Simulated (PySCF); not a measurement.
SbF5, SMILES [F][Sb]([F])([F])([F])[F]. Coordinates come from a PBE-D3(BJ)/def2-SVP optimisation. The isomer is the one that the SMILES or the coordinates give; other isomers of the formula were not compared. The def2 effective core potentials stand for the cores of Sb; spin–orbit coupling is left out.

Computed equilibrium geometry at PBE-D3(BJ)/def2-SVP (PySCF confirms it by a frequency run) as a Z-matrix, and its point group:
point group D3h.
```
Sb
F 1 1.9136
F 1 1.9136 2 120.00
F 1 1.9136 2 120.00 3 180.00
F 1 1.9221 2 90.00 3 -90.00
F 1 1.9221 2 90.00 5 -180.00
```
